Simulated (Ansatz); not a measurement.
GeCl2O2H2⁺, that is Ge(OH)2Cl2 with one electron fewer. Charge 1, multiplicity 2. Geometry PBE0-D4/def2-SVP, that of the neutral singlet; atoms count from 1.

```xyz
7

Ge    0.085   -0.038   -0.076
O    -1.627   -0.353   -0.168
H    -1.834   -1.159   -0.655
O     0.302    0.945    1.347
H     1.098    1.488    1.310
Cl    0.814    1.004   -1.799
Cl    1.161   -1.886    0.041
```

Question: Estimate the Mulliken populations from the PBE0/def2-TZVP orbitals of Ansatz.

Answer: 
| atom | charge (e) | spin (α − β) |
| --- | --- | --- |
| Ge1 | 0.89 | -0.07 |
| O2 | -0.38 | 0.15 |
| H3 | 0.37 | 0.00 |
| O4 | -0.38 | 0.15 |
| H5 | 0.37 | 0.00 |
| Cl6 | 0.07 | 0.39 |
| Cl7 | 0.07 | 0.39 |
Mulliken values depend strongly on the basis.

Question: Where does the spin sit?

Answer: Summed by element: Ge -0.07, O 0.30, H -0.01, Cl 0.78, of 1 unpaired in all. Largest on single atoms: Cl6 0.39, Cl7 0.39, O4 0.15.

Question: And the Mayer bond orders between heavy atoms (over 0.3)?

Answer: Ge1–O2 1.17 (1.74 Å); Ge1–O4 1.17 (1.74 Å); Ge1–Cl6 1.00 (2.14 Å); Ge1–Cl7 1.00 (2.14 Å).
